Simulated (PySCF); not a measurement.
ClH5O2Si2, SMILES O[SiH](O)[SiH2]Cl.

Geometry: PBE0-D3(BJ)/def2-SVP. This is a generated structure with no PubChem entry under its InChIKey; it may be hypothetical. Other conformers were not sampled.

The numbers are results of TDDFT-PBE/def2-SVPD in PySCF, not measurements.

Vertical excitations. The molecule is in vacuum.

Task: Give excitation energies, oscillator strengths and character. (An estimate is asked for; the answer gives what the named calculation found.)

Result: 
```
state  energy (eV)  λ (nm)      f                            main pairs
-----  -----------  ------  -----  ------------------------------------
S1            5.37     231  0.013                        HOMO→LUMO 98 %
S2            6.03     206  0.004                      HOMO−1→LUMO 95 %
S3            6.07     204  0.005                      HOMO−2→LUMO 87 %
S4            6.10     203  0.019                      HOMO→LUMO+1 81 %
S5            6.29     197  0.001                      HOMO−3→LUMO 98 %
S6            6.63     187  0.006                      HOMO−4→LUMO 89 %
S7            6.70     185  0.032                      HOMO→LUMO+2 83 %
S8            6.79     183  0.014                    HOMO−1→LUMO+1 90 %
S9            6.92     179  0.010                    HOMO−2→LUMO+1 83 %
S10           7.12     174  0.026  HOMO−3→LUMO+1 75 %, HOMO→LUMO+3 11 %
T1            4.81     258      0                        HOMO→LUMO 99 %
T2            5.56     223      0                      HOMO→LUMO+1 97 %
T3            5.77     215      0                      HOMO−1→LUMO 97 %
T4            5.93     209      0                      HOMO−2→LUMO 97 %
```
Triplets are in the Tamm–Dancoff approximation, which puts them higher than full response would, so one can lie above its singlet here.
